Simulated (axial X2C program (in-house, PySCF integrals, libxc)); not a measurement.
# Potential curves of ZrSi, scalar-relativistic

Calculated with an axial X2C code built on PySCF integrals. Spin-free means the one-electron spin-free X2C Hamiltonian. Basis: Zr dyall-cv3z [11s12p9d6f3g], Si dyall-v3z [8s7p2d1f] (cores contracted in-house); Gaussian nuclei, density fitting, unrestricted open shells. Masses: Zr 89.905 u, Si 27.977 u.

State: M_S = 2, Λ = 2 (beyond evenly filled blocks: σα, π+α, π-α, δ+α). Energies in eV from the fragments at the same level (Zr + Si). Fits are polynomials in 1 − R0/R over 0.85 to 1.23 times the lowest point R0.

```json
{"R (Å)": "2.1950", "CCSD(T)": "", "PBE": "-2.2898", "CCSD": ""}
{"R (Å)": "2.2959", "CCSD(T)": "-2.0011", "PBE": "-2.7864", "CCSD": "-1.8319"}
{"R (Å)": "2.3716", "CCSD(T)": "-2.2357", "PBE": "-3.0104", "CCSD": "-2.0574"}
{"R (Å)": "2.4473", "CCSD(T)": "-2.3691", "PBE": "-3.1362", "CCSD": "-2.1807"}
{"R (Å)": "2.5230", "CCSD(T)": "-2.4231", "PBE": "-3.1852", "CCSD": "-2.2246"}
{"R (Å)": "2.6113", "CCSD(T)": "-2.4098", "PBE": "-3.1684", "CCSD": "-2.2003"}
{"R (Å)": "2.6996", "CCSD(T)": "-2.3354", "PBE": "-3.0924", "CCSD": "-2.1175"}
{"R (Å)": "2.8131", "CCSD(T)": "-2.1777", "PBE": "-2.9350", "CCSD": "-1.9542"}
{"R (Å)": "2.9519", "CCSD(T)": "", "PBE": "-2.6869", "CCSD": ""}
{"R (Å)": "3.1538", "CCSD(T)": "", "PBE": "-2.2793", "CCSD": ""}
```

Correlated methods: 16 electrons correlated (number of frozen shells: Zr 3 s, 2 p, 1 d; Si 2 s, 1 p), 280 virtual spin orbitals or spinors in MP2, 110 natural virtuals in coupled cluster.

The state is a single determinant with fixed occupations, the lowest that a limited PBE0 search found. De is counted from the lowest determinant-based energies of the atoms at the same level, without counterpoise correction. CCSD and (T) use frozen natural virtuals with an MP2 correction for the truncation; (T) itself is uncorrected, so its De runs slightly low. PBE0 can misorder states that lie within some tenths of an eV, so this need not be the ground state of the molecule. The nearest other spin-free determinant of the search, M_S = 1, Λ = 1, lies 0.37 eV up at the distance of the search. The functionals have no current-density term, which raises determinants with orbital currents, atoms included. At some level and bond length an empty orbital lies below a filled one. The T1 diagnostic is large, a sign of multireference character. Coupled cluster ran on the points near the minimum only. MP2 and coupled cluster on one determinant become unreliable at the stretched end.

Problem. Fit the CCSD(T) curve near its minimum: give the equilibrium distance, the harmonic wavenumber and the well depth.

Solution. At CCSD(T), spin-free: Re = 2.550 Å, ωe ≈ 351 cm⁻¹, De = 2.43 eV to Zr + Si; Be follows as 0.122 cm⁻¹.

Problem. Fit the PBE curve near its minimum: give the equilibrium distance, the harmonic wavenumber and the well depth.

Solution. At PBE, spin-free: Re = 2.545 Å, ωe ≈ 349 cm⁻¹, De = 3.19 eV to Zr + Si; Be follows as 0.122 cm⁻¹.

Problem. Fit the CCSD curve near its minimum: give the equilibrium distance, the harmonic wavenumber and the well depth.

Solution. At CCSD, spin-free: Re = 2.537 Å, ωe ≈ 357 cm⁻¹, De = 2.23 eV to Zr + Si; Be follows as 0.123 cm⁻¹.
